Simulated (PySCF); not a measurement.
C3H9NSi2, SMILES N[C@H]([SiH2][SiH3])C#C. Geometry: PBE-D3(BJ)/def2-SVP. The structure was generated by enumeration; whether it is a known compound was not checked. One conformer was computed; it need not be the lowest.

Q: Give the equilibrium geometry at PBE-D3(BJ)/def2-SVP (PySCF confirms it by a frequency run) as Cartesian coordinates in Å. (The exact figures need the calculation; the answer reports its results.)

A: One answer among several that fit: 
```xyz
15

C     -2.1363    -0.9003     1.3015
C     -1.6694    -0.2857     0.3508
C     -1.0182     0.3865    -0.7670
N     -1.6499     0.0767    -2.0618
Si     0.8719    -0.0696    -0.6966
Si     1.8509     0.3560     1.4023
H     -2.5711    -1.4246     2.1405
H     -1.0888     1.4864    -0.6036
H     -1.1310     0.5481    -2.8145
H     -1.5711    -0.9323    -2.2487
H      1.5638     0.7222    -1.7817
H      0.9810    -1.5295    -1.0548
H      1.3178    -0.6017     2.4319
H      3.3501     0.2184     1.3402
H      1.5227     1.7627     1.8314
```
Charge 0, spin multiplicity 1.
